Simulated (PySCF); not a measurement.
C7H5NSe, SMILES N#Cc1ccc([SeH])cc1, GFN2-xTB optimised geometry.

```
14

N     -1.97    -3.55     0.00
C     -1.40    -2.56     0.00
C     -0.69    -1.33     0.00
C     -1.39    -0.12     0.00
C     -0.70     1.07     0.00
C      0.69     1.07     0.00
Se     1.69     2.69     0.00
C      1.39    -0.14     0.00
C      0.70    -1.33     0.00
H     -2.47    -0.13     0.00
H     -1.24     2.01     0.00
H      0.53     3.55     0.00
H      2.47    -0.13     0.00
H      1.24    -2.27     0.00
```

Density from B3LYP/def2-TZVP in PySCF at that geometry.

Minimum of the electron density along straight lines between bonded atoms, close to the bond critical point (lines longer than 1.1 times the sum of covalent radii, or with two minima, are not listed):

| bond | length / Å | ρ at the minimum / e bohr⁻³ | ∇²ρ there / e bohr⁻⁵ | position (fraction from the first atom) |
|---|---|---|---|---|
| N1–C2 | 1.146 | 0.504 | (withheld) | 0.65 |
| C2–C3 | 1.413 | 0.298 | -0.90 | 0.54 |
| C3–C4 | 1.396 | 0.317 | -0.94 | 0.51 |
| C4–C5 | 1.379 | 0.327 | -0.99 | 0.50 |
| C5–C6 | 1.391 | 0.319 | -0.94 | 0.49 |
| C6–Se7 | 1.909 | (withheld) | (withheld) | 0.50 |
| C6–C8 | 1.392 | 0.319 | -0.94 | 0.51 |
| C3–C9 | 1.396 | 0.317 | -0.93 | 0.51 |
| C8–C9 | 1.378 | 0.327 | -0.99 | 0.50 |
| C4–H10 | 1.080 | 0.291 | -1.06 | 0.65 |
| C5–H11 | 1.081 | 0.289 | -1.04 | 0.65 |
| Se7–H12 | 1.448 | 0.185 | -0.34 | 0.62 |
| C8–H13 | 1.082 | 0.289 | -1.04 | 0.65 |
| C9–H14 | 1.080 | 0.291 | -1.06 | 0.65 |

Complete the blanks.


- N1–C2, ∇²ρ there / e bohr⁻⁵: -0.21
- C6–Se7, ρ at the minimum / e bohr⁻³: 0.161
- C6–Se7, ∇²ρ there / e bohr⁻⁵: -0.18
